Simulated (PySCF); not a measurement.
**Polarisability and C₆ of Ag⁺ (silver, charge +1)**

[Kr] 4d10, closed-shell 1S. All numbers are calculated (PySCF 2.14, scalar relativity by spin-free X2C-1e, in x2c-QZVPPall with one added diffuse shell each of s, p, d, f, g type (14s9p8d5f3g, 143 functions)). Coupled (time-dependent) response in atomic units; α is the mean over directions.

```csv
method,mean α (bohr³),C₆ (like pair),S(−4)
PBE0,9.976,59.56,31.42
```

S(−4) is the Cauchy moment in α(ω) = α(0) + S(−4) ω² + …

α(iu) at PBE0:

```tsv
u (hartree)	α(iu) (bohr³)
0	9.976
0.0500	9.899
0.100	9.679
0.200	8.947
0.300	8.069
0.500	6.486
0.750	5.050
1.00	4.043
1.50	2.758
2.00	1.994
3.00	1.170
5.00	0.5361
```

For an ion, C₆ is the dispersion term alone; charge-induced terms of lower order in 1/R come first.
